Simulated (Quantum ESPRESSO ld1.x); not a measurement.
All-electron atom: Tb V in [Xe] 4f7. Method: scalar-relativistic Kohn-Sham, PW91, spin-unpolarised, spherical densities, point nucleus; computed with ld1.x of Quantum ESPRESSO 7.5.

X-ray form factor f0, the Fourier transform of the density (f0(0) = 61):

| sin(theta)/lambda (1/angstrom) | f0 (electrons) |
|---|---|
| 0.05 | 60.426 |
| 0.1 | 58.787 |
| 0.15 | 56.312 |
| 0.2 | 53.304 |
| 0.25 | 50.066 |
| 0.3 | 46.839 |
| 0.4 | 40.975 |
| 0.5 | 36.134 |
| 0.6 | 32.147 |
| 0.8 | 25.891 |
| 1 | 21.401 |
| 1.25 | 17.768 |
| 1.5 | 15.429 |
| 2 | 11.856 |
